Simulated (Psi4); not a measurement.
C$_{3}$H$_{3}$, charge -1, singlet, at a GFN2-xTB geometry (a gas-phase anion, which may not be bound at this level); Psi4 with PBE0/3-21G.

Here is a job for Psi4.
```
memory 2 GB

molecule mol {
-1 1
  C     0.127599    0.002351    0.979809
  C     0.049146   -0.650135   -0.428757
  C     0.030200    0.650860   -0.429411
  H    -1.005144   -0.013916    1.436906
  H    -0.096327   -1.508647   -1.082620
  H    -0.140201    1.504114   -1.084134
}

set basis 3-21g
set reference rks
set scf_initial_accelerator none

energy('pbe0')
print_variables()
```

What the program printed (banner, timings and long lists left out):

```
   => Loading Basis Set <=

    Name: 3-21G
    Role: ORBITAL
    Keyword: BASIS

         ---------------------------------------------------------
                                   SCF
               by Justin Turney, Rob Parrish, Andy Simmonett
                          and Daniel G. A. Smith
                              RKS Reference
         ---------------------------------------------------------

  ==> Geometry <==

    Molecular point group: c1
    Full point group: C1

    Geometry (in Angstrom), charge = -1, multiplicity = 1:

       Center              X                  Y                   Z               Mass
    ------------   -----------------  -----------------  -----------------  -----------------
         C            0.096029492837     0.001881573945     0.961252658872    12.000000000000
         C            0.017576492837    -0.650604426055    -0.447313341128    12.000000000000
         C           -0.001369507163     0.650390573945    -0.447967341128    12.000000000000
         H           -1.036713507163    -0.014385426055     1.418349658872     1.007825032230
         H           -0.127896507163    -1.509116426055    -1.101176341128     1.007825032230
         H           -0.171770507163     1.503644573945    -1.102690341128     1.007825032230

  Running in c1 symmetry.

  Rotational constants: A =      1.05541  B =      0.77997  C =      0.48020 [cm^-1]
  Rotational constants: A =  31640.36162  B =  23382.93128  C =  14395.95786 [MHz]
  Nuclear repulsion =   56.230501301667630

  Charge       = -1
  Multiplicity = 1
  Electrons    = 22
  Nalpha       = 11
  Nbeta        = 11

  ==> Algorithm <==

  SCF Algorithm Type is DF.
  DIIS enabled.
  MOM disabled.
  Fractional occupation disabled.
  Guess Type is SAD.
  Energy threshold   = 1.00e-06
  Density threshold  = 1.00e-06
  Integral threshold = 1.00e-12

  ==> Primary Basis <==

  Basis Set: 3-21G
    Blend: 3-21G
    Number of shells: 21
    Number of basis functions: 33
    Number of Cartesian functions: 33
    Spherical Harmonics?: false
    Max angular momentum: 1

  ==> DFT Potential <==

   => LibXC <=

    Version 7.1.2
    S. Lehtola, C. Steigemann, M. J. T. Oliveira, and M. A. L. Marques,  SoftwareX 7, 1–5 (2018) (10.1016/j.softx.2017.11.002)

   => Composite Functional: PBE0 <=

    PBE0 Hyb-GGA Exchange-Correlation Functional

    C. Adamo and V. Barone,  J. Chem. Phys. 110, 6158 (1999) (10.1063/1.478522)
[...]
   @DF-RKS iter   3:  -115.08906180785303   -2.19849e-01   1.08616e-03 DIIS
   @DF-RKS iter   4:  -115.08958591537007   -5.24108e-04   6.95402e-04 DIIS
   @DF-RKS iter   5:  -115.08986007651245   -2.74161e-04   7.61122e-05 DIIS
   @DF-RKS iter   6:  -115.08986441045181   -4.33394e-06   1.12360e-05 DIIS
   @DF-RKS iter   7:  -115.08986452820572   -1.17754e-07   1.25688e-06 DIIS
   @DF-RKS iter   8:  -115.08986452997176   -1.76604e-09   1.09391e-07 DIIS
  Energy and wave function converged.

  ==> Post-Iterations <==

   Electrons on quadrature grid:
      Ntotal   =   22.0000145831 ; deviation = 1.458e-05

    Orbital Energies [Eh]
    ---------------------

    Doubly Occupied:

[...]
    Virtual:

[...]
      33A      2.051834

    Final Occupation by Irrep:
              A
    DOCC [    11 ]
    NA   [    11 ]
    NB   [    11 ]

  @DF-RKS Final Energy:  -115.08986452997176

   => Energetics <=

    Nuclear Repulsion Energy =             56.2305013016676298
    One-Electron Energy =                -270.5828980160431456
    Two-Electron Energy =                 112.4339683735104956
    DFT Exchange-Correlation Energy =     -13.1714361891067462
    Empirical Dispersion Energy =           0.0000000000000000
    VV10 Nonlocal Energy =                  0.0000000000000000
    Total Energy =                       -115.0898645299717629

Computation Completed

Properties will be evaluated at   0.000000,   0.000000,   0.000000 [a0]

Properties computed using the SCF density matrix

 Multipole Moments:

 ------------------------------------------------------------------------------------
     Multipole            Electronic (a.u.)      Nuclear  (a.u.)        Total (a.u.)
 ------------------------------------------------------------------------------------

 L = 1.  Multiply by 2.5417464519 to convert [e a0] to [Debye]
 Dipole X            :          0.7933368           -1.2528160           -0.4594792
 Dipole Y            :          0.0110835           -0.0186156           -0.0075321
 Dipole Z            :         -0.9235748           -0.7363982           -1.6599730
 Magnitude           :                                                    1.7224077

 ------------------------------------------------------------------------------------

  Variable Map:
  ----------------------------------------------------------------------------
[...]
  Array Variable Map:
  ----------------------------------------------------------------------------
[...]
[...]
```
